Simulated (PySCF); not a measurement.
Computed shifts of a molecule C7H8O, HF/pcSseg-1 run with PySCF, GIAO, gas phase, equivalent atoms averaged, in ppm (number of nuclei): ¹³C: 164.3 (1), 143.1 (1), 140.8 (1), 136.4 (1), 124.4 (1), 118.9 (1), 22.3 (1). ¹H: 7.83 (1), 7.60 (1), 7.55 (1), 6.86 (1), 4.05 (1), 2.68 (3). References: ¹³C against TMS (σ = 192.6 ppm); ¹⁷O against H2O (σ = 333.0 ppm); ¹H against TMS (σ = 31.99 ppm), references at their B3LYP-D3(BJ)/def2-TZVP geometries, non-relativistic. Geometry optimised at ωB97X-D3(BJ)/def2-SVP. Other conformers were not sampled.

Task: Pick the molecule that these values belong to.
A. C=Cc1coc(C)c1
B. C=Cc1ccc(C)o1
C. Cc1ccc(O)cc1
D. C#C/C=C\C(=C)OC

Result: C, Cc1ccc(O)cc1
